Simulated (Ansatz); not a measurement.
`[CH3][Ta]([OH])([F])=[S]` + H₂O → `[OH][Ta]([OH])([F])=[S]` + CH₄ at 600 K and 1 bar (formal hydrolysis of a Ta–C bond).

Isolated molecules relaxed with PBE0-D4/def2-TZVP in Ansatz; ΔE leaves out vibrations. CBS: MP2 limit from def2 TZ/QZ plus the TZ coupled-cluster correction, frozen cores. This one scheme is used for every species. Elements past krypton have def2 core potentials. For Ta outer-core shells are correlated without core-valence functions, which leaves a few kJ/mol of doubt a bond. One conformer a species, not always the lowest.

```csv
species,CCSD(T)/CBS energy (Eh),H − E (kJ/mol),S (J/(mol·K))
`[CH3][Ta]([OH])([F])=[S]`,-670.27620,201.6,470.7
H₂O,-76.37941,76.8,212.8
`[OH][Ta]([OH])([F])=[S]`,-706.24930,138.2,447.8
CH₄,-40.46206,140.4,215.7
```

H − E and S are ideal-gas, rigid-rotor, harmonic terms from PBE0-D4/def2-TZVP, for one conformer and one mirror image of each species. 1 Eh = 2625.50 kJ/mol, R = 8.31446 J/(mol·K).

Question: By hand: ΔE, ΔH, ΔS and ΔG.

Answer: ΔE = (-706.24930) + (-40.46206) − (-670.27620) − (-76.37941) = -0.05575 Eh = -146.4 kJ/mol. Δ(H − E) = 138.2 + 140.4 − 201.6 − 76.8 = 0.2, so ΔH = -146.2 kJ/mol. ΔS = 447.8 + 215.7 − 470.7 − 212.8 = -20.0 J/(mol·K). ΔG = -146.2 − 600 × (-20.0)/1000 = -134.2 kJ/mol.

Question: By hand: the equilibrium constant, and the temperature at which ΔG would vanish if ΔH and ΔS stayed fixed.

Answer: log₁₀ K = −ΔG/(RT ln 10) = 11.7. ΔG = 0 at ΔH/ΔS = 7310 K, far beyond where these terms or the molecules hold.

ΔH outweighs TΔS. A doubt of 5 kJ/mol in ΔE shifts log₁₀ K by 0.4 here. Other conformers and mirror images would add mixing entropy, several J/(mol·K) or more a flexible species. These are equilibria of isolated gas molecules and say nothing of rates. Largest T1 diagnostic: 0.020 (customary marks: 0.02 for closed shells, 0.045 for open ones).
